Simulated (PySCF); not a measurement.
# Polarisability and C₆ of Se (selenium, neutral)

[Ar] 3d10 4s2 4p3 5s1, high-spin 5S determinant (an excited configuration). All numbers are calculated (PySCF 2.14, a scalar-relativistic core potential, in aug-cc-pVDZ-PP with ECP10MDF (5s4p3d, 32 functions)). Coupled (time-dependent) response in atomic units; α is the mean over directions. A double-zeta set is small for polarisabilities.

```
   method  mean α (bohr³)  C₆ (like pair)   S(−4)
      UHF           380.0            4842  211900
      PBE           293.4            3552  111500
     PBE0           326.6            4108  140400
   PBEsol           286.0            3491  101800
CAM-B3LYP           286.8            3424  106900
```

S(−4) is the Cauchy moment in α(ω) = α(0) + S(−4) ω² + …

α(iu) at CAM-B3LYP:

```csv
u (hartree),α(iu) (bohr³)
0,286.8
0.0500,151.5
0.100,68.65
0.200,28.32
0.300,18.04
0.500,10.42
0.750,6.301
1.00,4.168
1.50,2.166
2.00,1.310
3.00,0.6219
5.00,0.2349
```

A single London oscillator, α(iu) = α/(1 + u²/ω²), gives C₆ = (3/4) ω α². Matching the computed C₆ needs ω = 4 × 3424 / (3 × 286.8²) = 0.0555 hartree.

Energies and moments cover only the electrons outside the core potential. The outer electron is Rydberg-like, and this basis confines it to a smaller radius and binds it less than a complete one would.
